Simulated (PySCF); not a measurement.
## Magnesium: highly charged ions in a basis for the neutral atom

Mg⁷⁺ [He] 2s2 2p1, Mg⁸⁺ [He] 2s2. Computed with PySCF 2.14 in cc-pVTZ-DK (5s4p2d1f, 34 functions), with scalar relativity by spin-free X2C-1e. No spin-orbit coupling, so a gap to NIST mixes the basis error with missing relativistic terms.

Changed run: basis of the neutral atom used for a highly charged ion. This setting is unsound on purpose.

| species | method | sound run (hartree) | changed run (hartree) | converged |
| --- | --- | --- | --- | --- |
| Mg⁷⁺ | UHF | not run | -171.48200 | yes |
| Mg⁷⁺ | PBE | not run | -171.53236 | yes |
| Mg⁷⁺ | BP86 | not run | -171.65197 | yes |
| Mg⁸⁺ | UHF | not run | -161.90858 | yes |
| Mg⁸⁺ | PBE | not run | -161.92249 | yes |
| Mg⁸⁺ | BP86 | not run | -162.04032 | yes |

Ionisation energy of Mg⁷⁺:

| method | changed run (eV) | NIST (eV) |
| --- | --- | --- |
| UHF | 260.51 | 265.92 |
| PBE | 261.50 | 265.92 |
| BP86 | 261.55 | 265.92 |

The contracted functions were made for the neutral atom and can be too rigid for a highly charged ion.
